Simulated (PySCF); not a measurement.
**Chlorine: highly charged ions in a basis for the neutral atom**

Cl¹¹⁺ [He] 2s2 2p2, Cl¹²⁺ [He] 2s2 2p1. Computed with PySCF 2.14 in cc-pV(D+d)Z, with the non-relativistic Hamiltonian (point nucleus). No spin-orbit coupling, so a gap to NIST mixes the basis error with missing relativistic terms.

Changed run: basis of the neutral atom used for a highly charged ion. This setting is unsound on purpose.

| species | method | sound run (hartree) | changed run (hartree) | converged |
| --- | --- | --- | --- | --- |
| Cl¹¹⁺ | UHF | not run | -380.46139 | yes |
| Cl¹¹⁺ | PBE | not run | -380.48800 | yes |
| Cl¹¹⁺ | M06-2X | not run | -380.67315 | yes |
| Cl¹²⁺ | UHF | not run | -358.68119 | yes |
| Cl¹²⁺ | PBE | not run | -358.69332 | yes |
| Cl¹²⁺ | M06-2X | not run | -358.87712 | yes |

Ionisation energy of Cl¹¹⁺:

```tsv
method	changed run (eV)	NIST (eV)
UHF	592.67	591.58 ± 0.19
PBE	593.06	591.58 ± 0.19
M06-2X	593.10	591.58 ± 0.19
```

The contracted functions were made for the neutral atom and can be too rigid for a highly charged ion.
